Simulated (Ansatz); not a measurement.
C2H3BClF can be A, `C=C(F)BCl`, or B, `FB1CC1Cl`.

Calculated with Ansatz (gas phase, PBE0-D4/def2-TZVP geometries, no zero-point term in ΔE). CBS: MP2 limit from def2 TZ/QZ plus the TZ coupled-cluster correction, frozen cores. Functionals use def2-TZVPP. B3LYP here is the variant with VWN-RPA as its local correlation; programs differ in this. Each species was taken in one conformer, which may not be the lowest.

(1) Which is lower in electronic energy at CCSD(T)/CBS, and by how much? (Estimate.)

(2) Give E(B) − E(A) in kcal/mol with B3LYP, CCSD(T)/def2-TZVPP, CCSD(T)/def2-SVP, HF/def2-TZVPP, PBE-D4, BLYP-D4, B2PLYP. (Estimate.)

(3) Does the order hold for the free energy at 298.15 K (harmonic terms from PBE0-D4)? (Estimate.)

Largest T1 diagnostic: 0.013.

## Answers

(1) Ansatz gave: A, by 6.2 kcal/mol.

(2) Ansatz gave: B3LYP 8.0, CCSD(T)/def2-TZVPP 7.2, CCSD(T)/def2-SVP 8.7, HF/def2-TZVPP 10.5, PBE-D4 4.9, BLYP-D4 9.6, B2PLYP 7.3. None reverses the order clearly.

(3) Computed: Yes: G(B) − G(A) = +6.8 kcal/mol, for one conformer each.

At CCSD(T), def2-SVP lies +2.5 kcal/mol from the extrapolated value and def2-TZVPP +1.0 kcal/mol. From r2SCAN to r2SCAN0 (25 % exact exchange), in def2-TZVPP and without D4, E(B) − E(A) moves by −1.6 kcal/mol.
